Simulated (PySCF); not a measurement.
Cl2HOZr, SMILES [Cl][Zr+]([OH])[Cl], charge +1, multiplicity 1. Geometry optimised at PBE-D3(BJ)/def2-SVP. The spin state was assumed, not searched. The isomer is the one that the SMILES or the coordinates give; other isomers of the formula were not compared. The def2 effective core potentials stand for the cores of Zr; spin–orbit coupling is left out. Other conformers were not sampled.

Computed equilibrium geometry at PBE-D3(BJ)/def2-SVP (PySCF confirms it by a frequency run) as a Z-matrix, and its point group (one conformer of several):
point group Cs.
```
Zr
O 1 1.8562
H 2 0.9787 1 167.55
Cl 1 2.2867 2 108.09 3 -58.29
Cl 1 2.2867 2 108.09 3 58.29
```
Charge +1, spin multiplicity 1.
